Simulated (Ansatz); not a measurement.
Ansatz (a quantum-chemistry and plane-wave program) input (B3LYP/6-31G* with LANL2DZ past Ar): The .json file joins the Basis Set Exchange's 6-31G* for atoms up to Ar and LANL2DZ past it.

Ansatz 0.2 input:
```yaml
crystal:
  periodic: [false, false, false]
  atoms:
    - {symbol: Ge, position_ang: [1.61070196, -0.09378052, 0.26618920]}
    - {symbol: C, position_ang: [-0.29699262, 0.03182691, -0.05730599]}
    - {symbol: C, position_ang: [-1.08534328, 1.11304923, 0.20197251]}
    - {symbol: C, position_ang: [-2.51986579, 0.79407876, -0.12403317]}
    - {symbol: C, position_ang: [-2.44901242, -0.63487465, -0.59280518]}
    - {symbol: C, position_ang: [-1.17092582, -1.05773504, -0.54265307]}
    - {symbol: H, position_ang: [2.31030794, -1.00587368, -0.78183425]}
    - {symbol: H, position_ang: [2.26032888, 1.31916676, 0.26704426]}
    - {symbol: H, position_ang: [-0.75701886, 2.07571632, 0.57919162]}
    - {symbol: H, position_ang: [-3.17733376, 0.91567257, 0.75148653]}
    - {symbol: H, position_ang: [-2.92427434, 1.46705661, -0.89632507]}
    - {symbol: H, position_ang: [-3.30922462, -1.20635214, -0.92318795]}
    - {symbol: H, position_ang: [-0.81240853, -2.04248103, -0.82548044]}
basis:
  gaussian:
    orbitals: 6-31Gs+LANL2DZ.json
hamiltonian:
  xc: {name: B3LYP}
magnetization: {spin_polarized: true, initial_magnetization: 1}
phonons: {temperatures: {t_min: 298.15, t_max: 298.15, t_step: 100}}
```

Output:

```
Functional definition: B3LYP
integrals: 0.06 GiB planned
1205 factors; integrals over basis functions are off by at most 3.5e-4 eV
mean field: 0.64 GiB planned
mean field evaluation 1: about -5389.3802 eV, gradient 4.2e1 eV
mean field evaluation 2: about -5362.5378 eV, gradient 7.6e1 eV
mean field evaluation 4: about -5399.0121 eV, gradient 7.0e0 eV
mean field evaluation 8: about -5399.3170 eV, gradient 2.5e-1 eV
mean field evaluation 16: about -5399.3181 eV, gradient 2.3e-3 eV
mean field -5399.31809224 eV, -198.4212801006 hartree, gradient 2.7e-5 eV, S^2 0.761332; 0 other end points of the search recorded, 0 dependent functions left out
the calculation of the forces begins
reference -5399.31833819 eV, -198.4212891389 hartree; 21, 20 occupied and 76, 77 virtual orbitals, 1205 factors
these checks for a lower state are left out or cut short: stability, starts, cluster_reference, orbital_swaps, neighbouring_geometries, increment
integrals: 0.06 GiB planned
1205 factors; integrals over basis functions are off by at most 3.5e-4 eV
mean field: 0.64 GiB planned
mean field -5399.31801816 eV, -198.4212773781 hartree, gradient 2.3e-6 eV, S^2 0.761250; 0 other end points of the search recorded, 0 dependent functions left out
the calculation of the forces begins
reference -5399.31826419 eV, -198.4212864195 hartree; 21, 20 occupied and 76, 77 virtual orbitals, 1205 factors
these checks for a lower state are left out or cut short: stability, starts, cluster_reference, orbital_swaps, neighbouring_geometries, increment
integrals: 0.06 GiB planned
1205 factors; integrals over basis functions are off by at most 3.5e-4 eV
mean field: 0.64 GiB planned
mean field evaluation 32: about -5399.2858 eV, gradient 2.5e-1 eV
mean field -5399.31802196 eV, -198.4212775179 hartree, gradient 2.5e-6 eV, S^2 0.761415; 0 other end points of the search recorded, 0 dependent functions left out
the calculation of the forces begins
reference -5399.31826783 eV, -198.4212865533 hartree; 21, 20 occupied and 76, 77 virtual orbitals, 1205 factors
these checks for a lower state are left out or cut short: stability, starts, cluster_reference, orbital_swaps, neighbouring_geometries, increment
integrals: 0.06 GiB planned
1205 factors; integrals over basis functions are off by at most 3.5e-4 eV
mean field: 0.64 GiB planned
mean field -5399.31802352 eV, -198.4212775752 hartree, gradient 2.6e-6 eV, S^2 0.761343; 0 other end points of the search recorded, 0 dependent functions left out
the calculation of the forces begins
reference -5399.31826946 eV, -198.4212866131 hartree; 21, 20 occupied and 76, 77 virtual orbitals, 1205 factors
these checks for a lower state are left out or cut short: stability, starts, cluster_reference, orbital_swaps, neighbouring_geometries, increment
integrals: 0.06 GiB planned
1205 factors; integrals over basis functions are off by at most 3.5e-4 eV
mean field: 0.64 GiB planned
mean field -5399.31802272 eV, -198.4212775457 hartree, gradient 2.4e-6 eV, S^2 0.761322; 0 other end points of the search recorded, 0 dependent functions left out
the calculation of the forces begins
reference -5399.31826868 eV, -198.4212865845 hartree; 21, 20 occupied and 76, 77 virtual orbitals, 1205 factors
these checks for a lower state are left out or cut short: stability, starts, cluster_reference, orbital_swaps, neighbouring_geometries, increment
integrals: 0.06 GiB planned
1205 factors; integrals over basis functions are off by at most 3.5e-4 eV
mean field: 0.64 GiB planned
mean field -5399.31806057 eV, -198.4212789366 hartree, gradient 1.5e-6 eV, S^2 0.761291; 0 other end points of the search recorded, 0 dependent functions left out
the calculation of the forces begins
reference -5399.31830653 eV, -198.4212879755 hartree; 21, 20 occupied and 76, 77 virtual orbitals, 1205 factors
these checks for a lower state are left out or cut short: stability, starts, cluster_reference, orbital_swaps, neighbouring_geometries, increment
integrals: 0.06 GiB planned
1205 factors; integrals over basis functions are off by at most 3.5e-4 eV
mean field: 0.64 GiB planned
mean field -5399.31805658 eV, -198.4212787902 hartree, gradient 1.6e-6 eV, S^2 0.761374; 0 other end points of the search recorded, 0 dependent functions left out
the calculation of the forces begins
reference -5399.31830251 eV, -198.4212878279 hartree; 21, 20 occupied and 76, 77 virtual orbitals, 1205 factors
these checks for a lower state are left out or cut short: stability, starts, cluster_reference, orbital_swaps, neighbouring_geometries, increment
integrals: 0.06 GiB planned
1205 factors; integrals over basis functions are off by at most 3.5e-4 eV
mean field: 0.64 GiB planned
mean field evaluation 64: about -5399.3179 eV, gradient 2.1e-4 eV
[...]
1205 factors; integrals over basis functions are off by at most 3.5e-4 eV
mean field: 0.64 GiB planned
mean field -5399.31801569 eV, -198.4212772875 hartree, gradient 2.6e-6 eV, S^2 0.761333; 0 other end points of the search recorded, 0 dependent functions left out
the calculation of the forces begins
reference -5399.31826162 eV, -198.4212863253 hartree; 21, 20 occupied and 76, 77 virtual orbitals, 1205 factors
these checks for a lower state are left out or cut short: stability, starts, cluster_reference, orbital_swaps, neighbouring_geometries, increment
integrals: 0.06 GiB planned
1205 factors; integrals over basis functions are off by at most 3.5e-4 eV
mean field: 0.64 GiB planned
mean field -5399.31801722 eV, -198.4212773436 hartree, gradient 3.0e-6 eV, S^2 0.761332; 0 other end points of the search recorded, 0 dependent functions left out
the calculation of the forces begins
reference -5399.31826318 eV, -198.4212863826 hartree; 21, 20 occupied and 76, 77 virtual orbitals, 1205 factors
these checks for a lower state are left out or cut short: stability, starts, cluster_reference, orbital_swaps, neighbouring_geometries, increment
integrals: 0.06 GiB planned
1205 factors; integrals over basis functions are off by at most 3.5e-4 eV
mean field: 0.64 GiB planned
mean field -5399.31805176 eV, -198.4212786130 hartree, gradient 2.6e-6 eV, S^2 0.761333; 0 other end points of the search recorded, 0 dependent functions left out
the calculation of the forces begins
reference -5399.31829770 eV, -198.4212876510 hartree; 21, 20 occupied and 76, 77 virtual orbitals, 1205 factors
these checks for a lower state are left out or cut short: stability, starts, cluster_reference, orbital_swaps, neighbouring_geometries, increment
integrals: 0.06 GiB planned
1205 factors; integrals over basis functions are off by at most 3.5e-4 eV
mean field: 0.64 GiB planned
mean field -5399.31805067 eV, -198.4212785727 hartree, gradient 2.5e-6 eV, S^2 0.761332; 0 other end points of the search recorded, 0 dependent functions left out
the calculation of the forces begins
reference -5399.31829662 eV, -198.4212876114 hartree; 21, 20 occupied and 76, 77 virtual orbitals, 1205 factors
these checks for a lower state are left out or cut short: stability, starts, cluster_reference, orbital_swaps, neighbouring_geometries, increment
integrals: 0.06 GiB planned
1205 factors; integrals over basis functions are off by at most 3.5e-4 eV
mean field: 0.64 GiB planned
mean field evaluation 448: about -5399.3181 eV, gradient 1.1e-5 eV
mean field -5399.31807585 eV, -198.4212794983 hartree, gradient 2.0e-6 eV, S^2 0.761329; 0 other end points of the search recorded, 0 dependent functions left out
the calculation of the forces begins
reference -5399.31832179 eV, -198.4212885365 hartree; 21, 20 occupied and 76, 77 virtual orbitals, 1205 factors
these checks for a lower state are left out or cut short: stability, starts, cluster_reference, orbital_swaps, neighbouring_geometries, increment
integrals: 0.06 GiB planned
1205 factors; integrals over basis functions are off by at most 3.5e-4 eV
mean field: 0.64 GiB planned
mean field -5399.31807579 eV, -198.4212794960 hartree, gradient 2.1e-6 eV, S^2 0.761336; 0 other end points of the search recorded, 0 dependent functions left out
the calculation of the forces begins
reference -5399.31832174 eV, -198.4212885346 hartree; 21, 20 occupied and 76, 77 virtual orbitals, 1205 factors
these checks for a lower state are left out or cut short: stability, starts, cluster_reference, orbital_swaps, neighbouring_geometries, increment
integrals: 0.06 GiB planned
1205 factors; integrals over basis functions are off by at most 3.5e-4 eV
mean field: 0.64 GiB planned
mean field -5399.31806620 eV, -198.4212791436 hartree, gradient 1.4e-6 eV, S^2 0.761334; 0 other end points of the search recorded, 0 dependent functions left out
the calculation of the forces begins
reference -5399.31831214 eV, -198.4212881818 hartree; 21, 20 occupied and 76, 77 virtual orbitals, 1205 factors
these checks for a lower state are left out or cut short: stability, starts, cluster_reference, orbital_swaps, neighbouring_geometries, increment
integrals: 0.06 GiB planned
1205 factors; integrals over basis functions are off by at most 3.5e-4 eV
mean field: 0.64 GiB planned
mean field -5399.31806568 eV, -198.4212791246 hartree, gradient 1.3e-6 eV, S^2 0.761330; 0 other end points of the search recorded, 0 dependent functions left out
the calculation of the forces begins
reference -5399.31831163 eV, -198.4212881630 hartree; 21, 20 occupied and 76, 77 virtual orbitals, 1205 factors
these checks for a lower state are left out or cut short: stability, starts, cluster_reference, orbital_swaps, neighbouring_geometries, increment
integrals: 0.06 GiB planned
1205 factors; integrals over basis functions are off by at most 3.5e-4 eV
mean field: 0.64 GiB planned
mean field -5399.31799904 eV, -198.4212766756 hartree, gradient 2.6e-6 eV, S^2 0.761334; 0 other end points of the search recorded, 0 dependent functions left out
the calculation of the forces begins
reference -5399.31824498 eV, -198.4212857136 hartree; 21, 20 occupied and 76, 77 virtual orbitals, 1205 factors
these checks for a lower state are left out or cut short: stability, starts, cluster_reference, orbital_swaps, neighbouring_geometries, increment
integrals: 0.06 GiB planned
1205 factors; integrals over basis functions are off by at most 3.5e-4 eV
mean field: 0.64 GiB planned
mean field evaluation 480: about -5399.3180 eV, gradient 2.4e-6 eV
mean field -5399.31799942 eV, -198.4212766897 hartree, gradient 2.4e-6 eV, S^2 0.761331; 0 other end points of the search recorded, 0 dependent functions left out
the calculation of the forces begins
reference -5399.31824538 eV, -198.4212857284 hartree; 21, 20 occupied and 76, 77 virtual orbitals, 1205 factors
these checks for a lower state are left out or cut short: stability, starts, cluster_reference, orbital_swaps, neighbouring_geometries, increment
integrals: 0.06 GiB planned
1205 factors; integrals over basis functions are off by at most 3.5e-4 eV
mean field: 0.64 GiB planned
mean field -5399.31807729 eV, -198.4212795513 hartree, gradient 2.4e-6 eV, S^2 0.761333; 0 other end points of the search recorded, 0 dependent functions left out
the calculation of the forces begins
reference -5399.31832324 eV, -198.4212885895 hartree; 21, 20 occupied and 76, 77 virtual orbitals, 1205 factors
these checks for a lower state are left out or cut short: stability, starts, cluster_reference, orbital_swaps, neighbouring_geometries, increment
integrals: 0.06 GiB planned
1205 factors; integrals over basis functions are off by at most 3.5e-4 eV
mean field: 0.64 GiB planned
mean field -5399.31807739 eV, -198.4212795550 hartree, gradient 2.2e-6 eV, S^2 0.761332; 0 other end points of the search recorded, 0 dependent functions left out
the calculation of the forces begins
reference -5399.31832334 eV, -198.4212885935 hartree; 21, 20 occupied and 76, 77 virtual orbitals, 1205 factors
Total energy: -5399.31833819 eV, -198.4212891389 hartree
Atom 0 at     1.610702    -0.093781     0.266189 Å, force    -0.000834     0.000205     0.000794 eV/Å
Atom 1 at    -0.296993     0.031827    -0.057306 Å, force     0.001351     0.001005     0.000341 eV/Å
Atom 2 at    -1.085343     1.113049     0.201973 Å, force    -0.000742    -0.000755    -0.000466 eV/Å
Atom 3 at    -2.519866     0.794079    -0.124033 Å, force     0.001441     0.000997     0.001106 eV/Å
Atom 4 at    -2.449012    -0.634875    -0.592805 Å, force     0.000264    -0.000691    -0.000078 eV/Å
Atom 5 at    -1.170926    -1.057735    -0.542653 Å, force    -0.001260    -0.001249    -0.000585 eV/Å
Atom 6 at     2.310308    -1.005874    -0.781834 Å, force    -0.000083     0.000562    -0.000063 eV/Å
Atom 7 at     2.260329     1.319167     0.267044 Å, force     0.000336    -0.000280    -0.000412 eV/Å
Atom 8 at    -0.757019     2.075716     0.579192 Å, force    -0.000044    -0.000004    -0.000160 eV/Å
Atom 9 at    -3.177334     0.915673     0.751487 Å, force    -0.000167    -0.000191    -0.000228 eV/Å
Atom 10 at    -2.924274     1.467057    -0.896325 Å, force    -0.000175     0.000126    -0.000187 eV/Å
Atom 11 at    -3.309225    -1.206352    -0.923188 Å, force    -0.000220     0.000222    -0.000006 eV/Å
Atom 12 at    -0.812409    -2.042481    -0.825480 Å, force     0.000134     0.000053    -0.000054 eV/Å
Dipole moment:    -0.310676     0.064634     0.034326 e Å
Vibrations: 144.31 160.90 189.97 317.13 358.05 525.45 586.27 603.34 714.06 745.67 813.70 837.61 863.08 931.91 946.09 955.13 987.43 1084.10 1129.62 1142.34 1259.85 1292.96 1383.66 1444.80 1532.25 1628.55 2024.91 2056.47 3021.39 3044.67 3212.30 3225.06 3238.71 cm⁻¹, zero-point energy 2.628572 eV
```

The blocks after the first are displaced geometries, from whose forces the wavenumbers follow.
